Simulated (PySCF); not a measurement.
BH$_{5}$NSi, B$_{2}$H$_{3}$O$_{2}$ (calculated)

Calculation on a computer-drawn molecule: the log of a Hartree-Fock and frozen-core CCSD(T) single point meant for a local Hartree-Fock minimum, with one planted fault or none, to be diagnosed. Offsets are logged minus clean, where the clean run is the same molecule without the fault. The reference is restricted for singlets and unrestricted otherwise, and also for a bond in bohr or an excited solution. Adding or removing an electron swaps singlet and doublet. The excited solution moves the top pair (singlet) or top alpha electron (doublet) to the lowest empty orbital. Highest occupied and lowest empty are orbital energies over both spins, largest force is the largest gradient component, triples share is (T) over the correlation energy, the T1 limit is 0.02 restricted and 0.045 unrestricted, electrons count all cores, a negative frequency is imaginary (commonest isotopes), and the dipole is about the centre of nuclear charge. Program: PySCF 2.14.0.

Common to all runs: meant charge 0; meant multiplicity 2; logged SCF converged yes; logged CC converged yes; logged SCF stable within its kind yes; possible faults no fault, one electron removed, one electron added, multiplicity raised by two, geometry at a saddle point, SCF held on an excited solution, minimal basis STO-3G, one bond length entered in bohr, all coordinates scaled.

(1) 
```xyz
8
formula=BH5NSi meant_basis=cc-pV(D+d)Z logged_electrons=31 logged_basis_functions=24 logged_spin_squared=0.7588 logged_highest_occupied=-6.5576 logged_lowest_empty=9.0748 logged_largest_force=0.024715 logged_T1_diagnostic=0.018131 logged_D1_diagnostic=0.075622 logged_triples_share=0.020549 logged_dipole_magnitude=1.5558 logged_energy_HF=-366.60238 logged_energy_CCSD(T)=-366.76449 planted_fault=minimal_basis_STO-3G HF_energy_offset_from_clean_run=2746 CCSD(T)_energy_offset_from_clean_run=2888
B     -1.2520     0.1395    -0.8865
N     -0.8082    -0.0908     0.4161
Si    -1.4082    -1.2692     1.5675
H     -2.1432    -0.4652    -1.4159
H     -0.0516     0.4921     0.7296
H     -1.8985    -0.5901     2.7881
H     -2.5038    -2.0166     0.9247
H     -0.3235    -2.1935     1.9679
```

Units: logged_highest_occupied, logged_lowest_empty in eV; logged_largest_force in hartree/bohr; logged_dipole_magnitude in debye; logged_energy_HF, logged_energy_CCSD(T) in hartree; HF_energy_offset_from_clean_run, CCSD(T)_energy_offset_from_clean_run in kcal/mol.

Drawn bonds:
```
atom  other atom  order
   1           2      1
   2           3      1
   1           4      1
   2           5      1
   3           6      1
   3           7      1
   3           8      1
```

(2) 
```xyz
7
formula=B2H3O2 meant_basis=cc-pVDZ logged_electrons=29 logged_basis_functions=71 logged_spin_squared=0.7605 logged_highest_occupied=-7.8747 logged_lowest_empty=2.012 logged_largest_force=5.092e-05 logged_lowest_frequency=-433.15 logged_T1_diagnostic=0.014107 logged_D1_diagnostic=0.056293 logged_triples_share=0.023207 logged_dipole_magnitude=2.396 logged_energy_HF=-200.8749 logged_energy_CCSD(T)=-201.42517 planted_fault=geometry_at_a_saddle_point HF_energy_offset_from_clean_run=1.766 CCSD(T)_energy_offset_from_clean_run=1.199
B     -1.6446    -0.2181    -0.0013
B      0.0025     0.0004     0.0000
O      0.8047    -1.1077     0.0001
O      0.4883     1.2791     0.0001
H     -2.8156    -0.3730     0.0009
H      1.7349    -0.9408     0.0001
H      1.4299     1.3602     0.0000
```

Units: logged_highest_occupied, logged_lowest_empty in eV; logged_largest_force in hartree/bohr; logged_lowest_frequency in cm⁻¹; logged_dipole_magnitude in debye; logged_energy_HF, logged_energy_CCSD(T) in hartree; HF_energy_offset_from_clean_run, CCSD(T)_energy_offset_from_clean_run in kcal/mol.

Drawn bonds:
```
atom  other atom  order
   1           2      1
   2           3      1
   2           4      1
   1           5      1
   3           6      1
   4           7      1
```
